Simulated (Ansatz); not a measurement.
The cluster Nb4⁻, relaxed as a doublet with UKS PBE0-D4/def2-SVPD in Ansatz, starting from the GFN2-xTB geometry. Force threshold 0.02 eV/Å.

In the def2 sets Nb takes a core potential; there is no spin–orbit coupling. The charge -1 doublet is spin-contaminated (final ⟨S²⟩ up to 1.43, 0.75 for a pure state). The highest occupied level of the charge -1 doublet lies above zero (up to 0.22 eV). The electron is either unbound and held by the finite basis, or the level is raised by self-interaction error. The structure comes from a short search, and lower isomers may exist.

Start:

Cartesian coordinates in Å:
```
Nb 0.510 2.415 1.214
Nb 0.648 -0.401 -0.353
Nb -0.170 -2.082 1.533
Nb -0.988 0.067 -2.394
```

| step | energy (eV) | largest force component (eV/Å) | SCF passes |
| --- | --- | --- | --- |
| 1 | -6189.2093 | 1.739 | 519 |
| 2 | -6189.9147 | 2.716 | 135 |
| 3 | -6190.6945 | 0.935 | 94 |
| 4 | -6191.2447 | 1.523 | 80 |
| 5 | -6191.9823 | 1.038 | 90 |
| 6 | -6192.6665 | 0.988 | 80 |
| 7 | -6193.6029 | 1.358 | 83 |
| 8 | -6194.5184 | 1.511 | 119 |
| 9 | -6194.6991 | 2.348 | 112 |
| 10 | -6194.9556 | 0.319 | 82 |
| 11 (rejected) | -6194.9464 | 0.284 | 74 |
| 12 | -6194.9592 | 0.083 | 71 |
| 13 (rejected) | -6194.9582 | 0.111 | 71 |
| 14 | -6194.9604 | 0.004 | 62 |

Force components are those of the run's own axes.

End:

Cartesian coordinates in Å:
```
Nb 0.032 1.373 0.701
Nb 1.400 -0.374 -0.412
Nb -0.557 -1.093 0.933
Nb -0.875 0.094 -1.223
```

Bonds formed: Nb1–Nb3, Nb1–Nb4, Nb3–Nb4 (atoms count from 1).

No frequencies were taken in this run, so the end may be a saddle point.

It took 3.5 min on 4 threads of Intel Xeon Platinum 8259CL on a shared host.
